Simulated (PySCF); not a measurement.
C₉H₅FN₂OS, SMILES c1(sc(cc1)-c1ncc(cn1)F)C=O.

Geometry optimised at B3LYP-D3(BJ)/def2-SVP. The values are those of a single conformer.

Method: PySCF with SMD-B3LYP/def2-SVP.

Solvation free energies are E(SMD) − E(gas) at the gas-phase geometry, for 1 M in both phases. In vacuum the dipole moment is 3.92 D.

Question: Estimate the solvation free energies in water, ethylethanoate, cyclohexanone. (An estimate is asked for; the answer gives what the named calculation found.)

Answer: 
```
solvent         ΔG(solv) (kcal/mol)  its non-electrostatic (CDS) part  dipole (D)
--------------  -------------------  --------------------------------  ----------
water                          -7.0                               3.8        5.77
ethylethanoate                 -9.9                              -3.4        4.90
cyclohexanone                 -10.1                              -2.2        5.09
```
